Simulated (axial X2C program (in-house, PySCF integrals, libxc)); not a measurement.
Low determinants of RuS⁻ at the PBE0 level, two-component

Calculated with an axial X2C code built on PySCF integrals. Two-component (2c) means X2C with spin–orbit coupling and atomic mean-field two-electron Coulomb and Gaunt terms. Basis: Ru dyall-acv3z [13s13p9d5f3g], S dyall-av3z [9s8p3d2f] (cores contracted in-house); Gaussian nuclei, density fitting, unrestricted open shells. Masses: Ru 101.904 u, S 31.972 u.

Search at 2.080 Å (vertical energies from the lowest determinant):

```json
{"ΔE (eV)": "0.00", "state": "Ω = 7/2", "electrons beyond evenly filled partner blocks": "ω = -1/2, ω = 3/2, ω = 5/2", "electrons in ±ω = 1/2, 3/2, 5/2, 7/2": "41 17 3 0"}
{"ΔE (eV)": "0.22", "state": "Ω = 1/2", "electrons beyond evenly filled partner blocks": "ω = 1/2", "electrons in ±ω = 1/2, 3/2, 5/2, 7/2": "41 16 4 0"}
{"ΔE (eV)": "0.36", "state": "Ω = 9/2", "electrons beyond evenly filled partner blocks": "ω = 1/2, ω = 3/2, ω = 5/2", "electrons in ±ω = 1/2, 3/2, 5/2, 7/2": "41 17 3 0"}
{"ΔE (eV)": "0.62", "state": "Ω = 3/2", "electrons beyond evenly filled partner blocks": "ω = 1/2, ω = -3/2, ω = 5/2", "electrons in ±ω = 1/2, 3/2, 5/2, 7/2": "41 17 3 0"}
{"ΔE (eV)": "0.68", "state": "Ω = 5/2", "electrons beyond evenly filled partner blocks": "ω = 5/2", "electrons in ±ω = 1/2, 3/2, 5/2, 7/2": "42 16 3 0"}
{"ΔE (eV)": "0.73", "state": "Ω = 5/2", "electrons beyond evenly filled partner blocks": "ω = 5/2", "electrons in ±ω = 1/2, 3/2, 5/2, 7/2": "40 18 3 0"}
{"ΔE (eV)": "0.79", "state": "Ω = 1/2", "electrons beyond evenly filled partner blocks": "ω = -1/2, ω = -3/2, ω = 5/2", "electrons in ±ω = 1/2, 3/2, 5/2, 7/2": "41 17 3 0"}
```

Lowest determinant, Ω = 7/2 (⟨Sz⟩ = 1.49, ⟨Lz⟩ = 2.01 at PBE0): Re = 2.103 Å, ωe = 471.4 cm⁻¹.

The determinant in row 2 of the search, Ω = 1/2 (⟨Sz⟩ = -1.49, ⟨Lz⟩ = 1.99 at PBE0), was followed along the bond at PBE0; measured from the minimum of the lowest determinant it gives:

Te = 0.217 eV (1754 cm⁻¹), Re = 2.102 Å, ωe = 471.4 cm⁻¹.

Task: Compare the bond of the determinant in row 2 with that of the lowest one.

Result: At PBE0 its Re is 0.001 Å shorter and its force constant, which goes as ωe², is 1.00 times that of the lowest determinant. T0 ≈ Te + Δωe/2 = 1754 + (0) = 1754 cm⁻¹.

The search compares states at one distance, so a state with another bond length can lie lower; it is not exhaustive and yields mostly the lowest determinant of each block pattern, so other components and higher states of one pattern are missing. These are energies of single determinants, not of spin-adapted states; PBE0 term energies can be off by some tenths of an eV, and the functional has no current term. The lowest determinant need not be the ground state where others lie within half an eV. For an anion, determinants above electron detachment are held by the basis set. The highest occupied level of some functionals is positive through self-interaction error; at Hartree–Fock it is bound. Row 1 has a positive highest level at its minimum. Row 2 has a positive highest level at its minimum.
